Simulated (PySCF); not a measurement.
A compound of formula C6H18F6O6Si6 has these computed shifts in ppm, with the number of atoms in brackets (GIAO KT2/pcSseg-1, gas phase, PySCF SCF with an in-house response code, fitting set def2-universal-JFIT, grid level 2, non-relativistic, on the GFN2-xTB geometry; 13C, 1H, 29Si against isolated TMS; 19F against isolated CFCl3; 17O against isolated H2O).

1H: 0.45 (6), 0.43 (3), 0.29 (6), 0.28 (3)
13C: -1.8 (1), -2.1 (2), -3.5 (1), -3.7 (2)
17O: 128.0 (2), 123.8 (2), 123.5 (2)
19F: -156.1 (1), -160.3 (2), -165.1 (1), -165.8 (2)
29Si: -52.3 (1), -53.3 (2), -56.2 (2), -60.6 (1)

Problem. Which structure gave them?

Solution. C[Si@]1(F)O[Si@](C)(F)O[Si@@](C)(F)O[Si@](C)(F)O[Si@@](C)(F)O[Si@@](C)(F)O1. Other isomers were not compared.
